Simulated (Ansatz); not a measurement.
A series at B: from `FB[Si](F)(F)F`, ligands are replaced one by one, each step taking up H₂ and setting free H–F; n counts the steps. Ansatz, PBE0-D4/def2-TZVP geometries. Each molecule was computed in one conformer, which needn't be the lowest.

CBS adds triple-zeta CCSD(T) − MP2 to the MP2 limit, frozen cores; atoms without spin–orbit coupling. 

| n | molecule | atomization energy, CCSD(T)/CBS (kJ/mol) |
| --- | --- | --- |
| 0 | `FB[Si](F)(F)F` | 3064.8 |
| 1 | `B[Si](F)(F)F` | ? |
| 2 | `B[SiH](F)F` | 2539.6 |
| 3 | `B[SiH2]F` | 2279.6 |

Q: By hand: fit a straight line y = ȳ + b (n − n̄) to the 3 given rows and predict n = 1.

A: n̄ = 1.667, ȳ = 2628.00; Σ(n − n̄)(y − ȳ) = -1222.00, Σ(n − n̄)² = 4.667, so b = -261.84 kJ/mol a step. Prediction: 2628.00 + (-261.84) × (-0.667) = 2802.6 kJ/mol.

Q: By hand: compare with the computed value, 2818.4 kJ/mol, and give the steps along the whole series.

A: The line misses by 15.8 kJ/mol (computed minus predicted). Steps: -246.4, -278.8, -260.0 kJ/mol.

The steps differ by up to 32.4 kJ/mol, small against a whole step but well beyond the method's doubt, so the ligands' effects don't simply add. The miss is 2.0 % of the series' range. The energies themselves are unsure by some kJ/mol a bond, though much of that is common to the series.
